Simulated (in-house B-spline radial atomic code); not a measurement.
Configurations of Sc III (Sc2+), with energies counted from [Ar] 3d1. Method: Dirac-Hartree-Fock, average of configuration, Fermi nucleus of rms radius 3.5459 fm. Calculated with a B-spline radial code for spherical atoms. Energies include first-order Breit, QED and recoil terms.

Occupations are held fixed; configurations that lie above the ionisation limit could autoionise.

```
       configuration  E - E(ref) (eV)  highest orbital  its <r> (bohr)
            [Ar] 4d1           13.237            4d5/2           4.895
            [Ar] 6s1           17.576            6s1/2           9.985
            [Ar] 5f1           18.815            5f5/2           10.39
            [Ar] 6d1           19.599            6d5/2           13.82
            [Ar] 7d1           20.789            7d5/2           19.77
            [Ar] 7g1           21.243            7g9/2           21.16
[Ne] 3s2 3p5 3d1 4s1           35.133            4s1/2           2.997
[Ne] 3s2 3p5 3d1 5s1           45.877            5s1/2           5.987
[Ne] 3s2 3p5 3d1 5f1           51.291            5f5/2           10.36
[Ne] 3s2 3p5 3d1 6f1             52.8            6f5/2           15.82
[Ne] 3s2 3p5 3d1 6g1           52.826            6g9/2           14.66
[Ne] 3s2 3p5 3d1 7g1           53.728            7g9/2           21.16
```

Question: Order these further configurations by energy, lowest first.
A. [Ar] 5p1
B. [Ne] 3s2 3p5 3d1 4f1
C. [Ar] 4f1
D. [Ar] 6p1
E. [Ne] 3s2 3p5 3d1 6s1

Answer: A (15.052 eV), C (16.051 eV), D (18.352 eV), B (48.523 eV), E (50.043 eV).

Question: How far above the reference does [Ne] 3s2 3p5 3d2 lie?

Answer: 31.941 eV; its least bound orbital is 3d5/2 with <r> = 1.511 bohr.

Question: How far above the reference does [Ar] 5s1 lie?

Answer: 13.435 eV; its least bound orbital is 5s1/2 with <r> = 6.011 bohr.

Question: How far above the reference does [Ar] 4s1 lie?

Answer: 2.8182 eV; its least bound orbital is 4s1/2 with <r> = 3.02 bohr.

Question: One of these lies 53.71 eV from the reference. Which?
A. [Ar] 5g1
B. [Ne] 3s2 3p5 3d1 7f1
C. [Ar] 7p1
D. [Ar] 7f1

Answer: B.
